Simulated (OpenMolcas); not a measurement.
Cr III: effect of the basis set

```json
{"Program": "OpenMolcas", "Method": "CASSCF", "Active space": "4 electrons in 5 orbitals (3d)", "State averaging": "2S+1 = 5 even, 5 roots; 2S+1 = 3 even, 45 roots; 2S+1 = 1 even, 50 roots", "Spin-orbit coupling": "state interaction with AMFI integrals over the reference wave functions, term energies averaged over their components"}
```

A. ANO-R1 [5s3p3d1f], X2C, finite nucleus; cost roughly 24 core-seconds
B. ANO-R2 [6s4p4d2f], X2C, finite nucleus; cost about 25 core-seconds
C. ANO-RCC-VTZP [6s5p3d2f1g], DKH2, point nucleus; cost about 30 core-seconds
D. ANO-L-VTZP [6s5p3d2f1g], non-relativistic, point nucleus; cost about 40 core-seconds
E. ANO-R3 [7s5p5d3f1g], X2C, finite nucleus; cost of the order of 21 core-seconds
F. ANO-RCC-VQZP [7s6p4d3f2g1h], DKH2, point nucleus; cost about 29 core-seconds

Energies in cm⁻¹ above 3d⁴ ⁵D₀, the measured ground level; measured values from Sugar and Corliss, J. Phys. Chem. Ref. Data 6, 317 (1977).

| Level | A | B | C | D | E | F | Measured |
| --- | --- | --- | --- | --- | --- | --- | --- |
| 3d⁴ ⁵D₀ | 0.0 | 0.0 | 0.0 | 0.0 | 0.0 | 0.0 | 0.0 |
| 3d⁴ ⁵D₁ | 65.9 | 65.4 | 64.8 | 68.9 | 64.9 | 65.9 | 62.2 |
| 3d⁴ ⁵D₂ | 195 | 194 | 193 | 204 | 193 | 196 | 183 |
| 3d⁴ ⁵D₃ | 385 | 382 | 379 | 402 | 380 | 386 | 357 |
| 3d⁴ ⁵D₄ | 631 | 626 | 621 | 658 | 622 | 631 | 576 |
| 3d⁴ ³H₄ | 20066 | 20003 | 20113 | 19845 | 20008 | 20037 | 17274 |
| 3d⁴ ³H₅ | 20200 | 20137 | 20245 | 19985 | 20141 | 20172 | 17397 |
| 3d⁴ ³H₆ | 20354 | 20289 | 20397 | 20144 | 20293 | 20327 | 17531 |
| 3d⁴ ³P₀(1) | 21756 | 21687 | 21815 | 21476 | 21689 | 21714 | 16771 |
| 3d⁴ ³P₁(1) | 22142 | 22071 | 22196 | 21878 | 22072 | 22103 | 17169 |
| 3d⁴ ³P₂(1) | 22854 | 22778 | 22898 | 22616 | 22779 | 22820 | 17851 |
| 3d⁴ ³F₂(1) | 23062 | 22987 | 23108 | 22805 | 22988 | 23022 | 18452 |
| 3d⁴ ³F₃(1) | 23115 | 23040 | 23161 | 22860 | 23041 | 23075 | 18511 |
| 3d⁴ ³F₄(1) | 23195 | 23120 | 23240 | 22942 | 23120 | 23155 | 18583 |
| 3d⁴ ³G₃ | 25304 | 25221 | 25343 | 25034 | 25220 | 25255 | 20704 |
| 3d⁴ ³G₄ | 25468 | 25384 | 25505 | 25205 | 25383 | 25420 | 20853 |
| 3d⁴ ³G₅ | 25618 | 25533 | 25653 | 25358 | 25532 | 25570 | 20996 |
| 3d⁴ ¹I₆ | 30112 | 30014 | 30170 | 29779 | 30012 | 30057 | 26015 |
| 3d⁴ ¹G₄(1) | 31713 | 31606 | 31770 | 31352 | 31599 | 31647 | 25139 |
| 3d⁴ ³D₃ | 32709 | 32598 | 32737 | 32366 | 32589 | 32631 | 25726 |
| 3d⁴ ³D₂ | 32765 | 32653 | 32792 | 32424 | 32644 | 32687 | 25781 |
| 3d⁴ ³D₁ | 32820 | 32709 | 32847 | 32482 | 32700 | 32743 | 25848 |
| 3d⁴ ¹S₀(1) | 36835 | 36704 | 36881 | 36407 | 36687 | 36739 | 27372 |
| 3d⁴ ¹D₂(1) | 39453 | 39313 | 39486 | 39011 | 39293 | 39345 | 32152 |

Deviations, from unrounded energies. A percentage is the sum of absolute deviations over the sum of measured energies, with the sign that they share, or ± where signs differ.

| Against measurement | Levels | A | B | C | D | E | F |
| --- | --- | --- | --- | --- | --- | --- | --- |
| mean absolute deviation (cm-1) | 23 | 4300 | 4300 | 4400 | 4100 | 4200 | 4300 |
| fine structure of the ground term (%) | 4 | +8.4 | +7.6 | +6.8 | +13.2 | +6.9 | +8.5 |
| other terms of the ground configuration (%) | 19 | +24.2 | +23.8 | +24.4 | +22.9 | +23.8 | +24.0 |

B, D, E, F lie about equally close to measurement and C furthest from it. The largest miss of D in the table is 3d⁴ ¹S₀(1), by +9000 cm-1. The ranking rests on the paired levels alone, and a cruder setting can come out closer through cancelling errors.

Among A to F the level of the table that moves most is 3d⁴ ¹D₂(1), by 480 cm-1 (lowest in D, highest in C).

Without dynamic correlation excited terms often stand tens of per cent too high (terms of higher spin than the ground term too low), and those without a measured partner can miss by more than the paired ones. Computed and measured levels are paired by configuration, term and J; levels that our copy of the source lacks, or whose pairing is in doubt (as where it misses far off the trend of its configuration), stay unpaired and out of the deviations. Levels of configurations outside the active space are missing. The table leaves out levels that lie high or whose names do not pair safely across all columns.

A number in round brackets counts repeated terms of one configuration in the order of the reference energies.
